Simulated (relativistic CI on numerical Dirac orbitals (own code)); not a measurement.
**Ar III: what numerical and physical settings do to a radial Dirac CI calculation**

Reference input:

```
atom Ar  Z=18  charge=2  electrons=16
nucleus A=40  rms_radius_fm=3.4274
hamiltonian dirac-coulomb  breit=on  qed=on  c_scale=1
orbitals kli  potential=per-configuration
slater_scale 1
correlation none
mixing on
grid step=0.0125 r_max=34.3
scf mixing=0.4 start=green max_iterations=150 tolerance=2e-08 node_fill=0.05
configurations
  [Ne] 3s2 3p4
  [Ne] 3s 3p5
  [Ne] 3s2 3p3 3d
end
```

Computed lowest total energy -526.94902 Ha, first excitation 1117.8 cm⁻¹, 30 SCF steps. Runs with settings changed; * marks those that are bad on purpose (the QED terms keep the true α when c is scaled):

| Changed | Outcome | Lowest level | ΔE (Ha) | First excitation (cm⁻¹) | SCF steps | Message |
| --- | --- | --- | --- | --- | --- | --- |
| iteration limit 20 | converged | 3s2 3p4 3P_2 | 0 | 1117.8 | 30 |  |
| SCF tolerance 1e-06 | converged | 3s2 3p4 3P_2 | -1.58e-08 | 1117.8 | 26 |  |
| QED terms off | converged | 3s2 3p4 3P_2 | -0.0871 | 1114.8 | 30 |  |
| SCF tolerance 1e-06, speed of light × 0.8, node fill of the KLI weights 0 | converged | 3s2 3p4 3P_2 | -0.986 | 1772.0 | 27 |  |
| grid step 0.6 * | refused |  |  |  | 0 | the grid has 29 points, outside 40 to 4096 |
| nuclear radius 342.74 fm * | converged | 3s2 3p4 3P_2 | 5.13 | 1115.0 | 30 |  |

With so few configurations and no correlation, terms lie too far apart (by 10 to 50 % near neutrality), their order can be wrong, and levels of other configurations are missing.
